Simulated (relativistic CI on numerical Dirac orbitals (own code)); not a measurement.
**Au14+: sensitivity of the levels to the model**

Base calculation: Dirac-Coulomb-Breit CI, orbitals from a KLI potential per configuration, model QED (radiative potential, 1s self-energy scaled to tabulated hydrogen-like ionisation energies), unscaled Slater integrals.

Configuration list (outside the closed core [Kr] 4d10): 4f¹⁴5s²5p³, 4f¹⁴5s5p⁴, 4f¹⁴5s²5p²5d, 4f¹³5s²5p⁴, 4f¹⁴5s5p³5d, 4f¹⁴5s²5p²5f, 4f¹⁴5s²5p²5g, 4f¹³5s²5p³5d, 4f¹⁴5s5p³5f, 4f¹⁴5s²5p²6s, 4f¹⁴5p⁵, 4f¹³5p⁶, 4f¹⁴5s²5p5d², 4f¹⁴5s²5d³, 4f¹⁴5s5p5d³, 4f¹⁴5s²5d²5f, 4f¹⁴5s²5d²5g, 4f¹⁴5s²5p5f², 4f¹⁴5s²5d5f², 4f¹⁴5s5p5d5f², 4f¹⁴5s²5f³, 4f¹⁴5s²5f²5g. Double excitations out of closed p, d and f shells are left out; levels of such configurations are missing from the list, as are those of other unlisted configurations, and high levels can miss mixing partners. Some configurations lack a partner that the ground configuration has and come out too high, among them 4f¹³5s²5p³5d, 4f¹⁴5s5p³5f, 4f¹⁴5s²5p²6s.

The lowest level and the first level of each name with at least 55 % of one term (blank where a level has no safe partner in the second run):

```
             Level  Base (cm⁻¹)  Shift (cm⁻¹)
 4f¹⁴5s²5p³ ²P°3/2            0             0
 4f¹⁴5s²5p³ ²D°5/2       167626          +338
 4f¹⁴5s²5p³ ²P°1/2       193024         -2040
4f¹³5s²5p⁴ ⁴G°11/2       436802         -1190
 4f¹³5s²5p⁴ ²D°3/2       440144         -1422
   4f¹⁴5s5p⁴ ⁴P5/2       466945         +5167
 4f¹³5s²5p⁴ ⁴D°1/2       469978         -1427
4f¹³5s²5p⁴ ²H°11/2       632720         -4094
 4f¹³5s²5p⁴ ⁴F°3/2       642756              
 4f¹³5s²5p⁴ ²P°3/2       646214              
4f¹⁴5s²5p²5d ⁴D1/2       650547         +2389
 4f¹³5s²5p⁴ ²H°9/2       662656         -4181
 4f¹³5s²5p⁴ ²P°1/2       676814         -5726
4f¹⁴5s²5p²5d ²P1/2       790546         -8699
```

At this charge transitions that keep the count of f electrons are usually good to a few per cent. Levels and lines within the n = 5 or 6 shells can be off by up to 10 % or somewhat more, and those that change n by about 2 %, since core polarisation is missing. Levels that differ in their count of f electrons can be misplaced by several ten thousand cm⁻¹, since the correlation energy of f electrons is missing or only estimated; rates across such gaps can be off by orders of magnitude.

Problem. One thing was changed in a second run, which moved the levels as shown. Which?
A. one mean potential for all configurations
B. Breit term removed
C. QED terms removed
D. valence Slater integrals scaled by 0.9
E. configuration mixing switched off

Solution. D. Valence Slater integrals scaled by 0.9. Scaling acts on the splittings between terms and on the mixing, and leaves the fine structure of pure LS terms nearly alone; in jj coupling it moves the levels of one term differently.

LS names give the leading component of a level, which can be under half, so a name can repeat, a term be missing and a line seem to break the LS rules.
